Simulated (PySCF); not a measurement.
B3LYP has the VWN-RPA correlation part, as in Gaussian. 

Cartesian coordinates (Å):
```xyz
4

F      1.3831    -0.7683    -0.1499
Ge    -0.0017     0.0777     0.4943
F     -1.3633    -0.8021    -0.1541
H     -0.0181     1.4927    -0.1903
```
Charge 0, spin multiplicity 2.

Problem. Give the highest occupied spin orbital, dipole moment and total energy at the level B3LYP-D3(BJ)/def2-TZVP in PySCF 2.14.0.

Solution. 
```json
{
  "highest_occupied_spin_orbital": "-7.38 eV",
  "dipole_moment": "2.56 D",
  "total_energy": "-2277.4636 Ha"
}
```
